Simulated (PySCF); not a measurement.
Cartesian coordinates in Å; atom numbers follow the order of the lines, from 1:
```xyz
15

C    -1.708    0.197    0.873
S    -0.968    0.420   -0.758
O    -1.957    0.191   -1.772
O    -0.237    1.656   -0.797
C     0.285   -0.935   -0.894
O     1.110   -0.940    0.236
C     1.894    0.154    0.442
F     3.135   -0.257    0.759
F     1.452    0.832    1.524
H    -2.151   -0.789    0.904
H    -2.469    0.961    0.978
H    -0.940    0.322    1.624
H    -0.234   -1.890   -0.914
H     0.835   -0.771   -1.824
H     1.949    0.857   -0.403
```

Geometry: GFN2-xTB; GIAO shifts from PySCF 2.14, gas phase, non-relativistic, averaged over equivalent atoms.

At PW91/pcSseg-1 (190 basis functions, 50 s wall time on 1 thread of an Intel Xeon Platinum 8488C, shared host):
| atoms | δ (ppm) |
| --- | --- |
| C7 | 130.5 |
| C5 | 92.6 |
| C1 | 44.9 |
| O3/O4 | 231.5 |
| O6 | 129.8 |
| F8/F9 | -110.0 |
| H15 | 7.21 |
| H13/H14 | 4.67 |
| H10/H11/H12 | 2.83 |

References, each an isolated molecule treated in the same way: $^{13}$C (181.47 ppm) and $^{1}$H (31.65 ppm) vs TMS; $^{17}$O (336.14 ppm) against H2O; CFCl3 for $^{19}$F (137.44 ppm).

Task: Predict the values at PBE0/pcSseg-1 on the same geometry.

Result: 
```tsv
atoms	δ at PBE0/pcSseg-1	change
C7	125.5	-5.0
C5	89.6	-3.0
C1	43.9	-1.0
O3/O4	213.0	-18.5
O6	112.2	-17.6
F8/F9	-95.4	+14.6
H15	6.96	-0.25
H13/H14	4.61	-0.06
H10/H11/H12	2.84	+0.01
```

References, each an isolated molecule treated in the same way: $^{13}$C (σ = 186.93 ppm) and $^{1}$H (σ = 31.72 ppm) against TMS; $^{17}$O (σ = 336.08 ppm) against H2O; $^{19}$F (σ = 170.95 ppm) vs CFCl3.

The largest change is at O3/O4 (S=O oxygen). Cost: 190 basis functions, 42 s wall time on 1 thread of an Intel Xeon Platinum 8488C, shared host. The order of the carbon signals is the same at both levels.

Unscaled 19F shifts against computed CFCl3 carry errors that often reach 10 to 50 ppm. Experimental scales use liquid or dissolved standards, which lie at an offset from isolated H2O (liquid H2O: subtract about 36 ppm).
